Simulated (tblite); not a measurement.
Compound: C6H15BGe.
Numbering: `[CH3:1][BH:2][C@H:3]1[CH2:4][CH2:5][CH2:6][GeH2:7][CH2:8]1` (hydrogens: H9, H10, H11 on C1; H12 on B2; H13 on C3; H14, H15 on C4; H16, H17 on C5; H18, H19 on C6; H20, H21 on Ge7; H22, H23 on C8)

Computed with GFN2-xTB (tblite), gas phase: L-BFGS steps from a force-field or distance-geometry start until the largest atomic force falls under 0.01 eV/Å.

Step 10: E = -642.9940 eV
```
atom  x, y, z in Å  |  force x, y, z in eV/Å
C1      3.3481    0.3155   -0.0438   -0.025  -0.005   0.003
B2      2.0444   -0.1584    0.6950   -0.041   0.006  -0.047
C3      0.6114    0.1004    0.0523    0.008  -0.008   0.004
C4     -0.1138   -1.2345   -0.2083    0.029   0.043  -0.006
C5     -1.3745   -1.1200   -1.0692    0.016  -0.007   0.045
C6     -2.5438   -0.4480   -0.3547    0.028   0.055   0.020
Ge7    -1.9784    1.3423    0.2509    0.021  -0.016   0.000
C8     -0.1873    1.0098    1.0073   -0.003  -0.024  -0.042
H9      3.3242    1.3904   -0.2240   -0.012   0.001   0.022
H10     4.2734    0.0872    0.4799   -0.015   0.015  -0.008
H11     3.4088   -0.1360   -1.0346   -0.009  -0.012   0.007
H12     2.1041   -0.7084    1.7317   -0.025   0.015  -0.047
H13     0.6793    0.6169   -0.9152    0.033  -0.005   0.039
H14    -0.3627   -1.7050    0.7462   -0.007   0.009  -0.020
H15     0.5871   -1.8912   -0.7328   -0.020  -0.045   0.048
H16    -1.6773   -2.1263   -1.3729    0.014  -0.029  -0.047
H17    -1.1338   -0.5604   -1.9784   -0.007  -0.010   0.019
H18    -3.4094   -0.4113   -1.0174    0.007   0.003   0.001
H19    -2.8336   -1.0391    0.5161    0.017  -0.032  -0.008
H20    -1.9043    2.2972   -0.9126   -0.004   0.018  -0.001
H21    -2.9392    1.9425    1.2441   -0.034   0.040   0.011
H22    -0.2929    0.5277    1.9807    0.025  -0.023  -0.009
H23     0.3656    1.9357    1.1698    0.001   0.011   0.016
```

Step 11: E = -642.9948 eV
```
atom  x, y, z in Å  |  force x, y, z in eV/Å
C1      3.3476    0.3155   -0.0441   -0.014  -0.001   0.001
B2      2.0454   -0.1581    0.6935   -0.069  -0.004  -0.027
C3      0.6132    0.1002    0.0523   -0.031   0.004  -0.010
C4     -0.1134   -1.2335   -0.2081    0.020   0.010   0.002
C5     -1.3742   -1.1206   -1.0688    0.013  -0.002   0.028
C6     -2.5435   -0.4485   -0.3545    0.017   0.044   0.023
Ge7    -1.9787    1.3427    0.2513    0.034  -0.018   0.000
C8     -0.1857    1.0092    1.0073   -0.012  -0.005  -0.023
H9      3.3231    1.3902   -0.2224   -0.012   0.017   0.005
H10     4.2723    0.0882    0.4792    0.011   0.005   0.006
H11     3.4079   -0.1369   -1.0339   -0.004  -0.008  -0.013
H12     2.1015   -0.7076    1.7293   -0.010   0.000  -0.020
H13     0.6797    0.6168   -0.9144    0.036   0.004   0.017
H14    -0.3631   -1.7040    0.7460   -0.007   0.013  -0.008
H15     0.5863   -1.8924   -0.7308   -0.007  -0.045   0.036
H16    -1.6763   -2.1273   -1.3744    0.019  -0.009  -0.030
H17    -1.1339   -0.5604   -1.9778   -0.005  -0.009   0.015
H18    -3.4093   -0.4119   -1.0179    0.017   0.003   0.012
H19    -2.8331   -1.0406    0.5163    0.017  -0.019  -0.018
H20    -1.9055    2.2992   -0.9123   -0.002   0.008   0.006
H21    -2.9407    1.9453    1.2433   -0.025   0.030   0.007
H22    -0.2914    0.5258    1.9807    0.025  -0.010  -0.023
H23     0.3672    1.9358    1.1704   -0.012  -0.010   0.014
```

Q: Estimate the geometry and energy of step 12. (The exact step hangs on the optimiser's Hessian estimate; all steps are aligned on step 11, rigid shifts and turns removed.)

A: E = -642.9954 eV, largest force 0.060 eV/Å
```
atom  x, y, z in Å  |  force x, y, z in eV/Å
C1      3.3469    0.3156   -0.0442   -0.005   0.003  -0.002
B2      2.0449   -0.1580    0.6919   -0.059  -0.009  -0.006
C3      0.6139    0.1001    0.0521   -0.047   0.011  -0.021
C4     -0.1128   -1.2327   -0.2079    0.002  -0.021   0.005
C5     -1.3737   -1.1210   -1.0681    0.006   0.001   0.003
C6     -2.5431   -0.4482   -0.3540    0.010   0.014   0.016
Ge7    -1.9782    1.3429    0.2517    0.025  -0.003   0.007
C8     -0.1846    1.0086    1.0069   -0.015   0.010  -0.001
H9      3.3221    1.3903   -0.2212   -0.013   0.020  -0.006
H10     4.2717    0.0891    0.4787    0.016  -0.001   0.013
H11     3.4071   -0.1377   -1.0335   -0.001  -0.001  -0.021
H12     2.0992   -0.7071    1.7272   -0.003  -0.011  -0.001
H13     0.6806    0.6169   -0.9136    0.033   0.015  -0.009
H14    -0.3636   -1.7030    0.7457   -0.008   0.014   0.008
H15     0.5856   -1.8942   -0.7285    0.004  -0.041   0.024
H16    -1.6752   -2.1281   -1.3761    0.021   0.012  -0.011
H17    -1.1341   -0.5605   -1.9770   -0.001  -0.004   0.009
H18    -3.4088   -0.4124   -1.0180    0.024   0.007   0.019
H19    -2.8324   -1.0421    0.5160    0.016  -0.006  -0.019
H20    -1.9065    2.3008   -0.9118    0.001  -0.002   0.011
H21    -2.9422    1.9479    1.2426   -0.010   0.018  -0.002
H22    -0.2898    0.5242    1.9803    0.021  -0.004  -0.028
H23     0.3683    1.9356    1.1711   -0.018  -0.020   0.010
```

The energy changes by -0.0006 eV. The first-order estimate −F·Δx gives -0.0008 eV and the mean of the old and new forces, exact on a quadratic surface, -0.0006 eV. The step makes an angle of 51° with the force vector and moves no atom by more than 0.003 Å.

The cost below is that of the whole relaxation. On one thread of an Arm Neoverse V1, no GPU, on a shared host, this took 1.2 s wall.
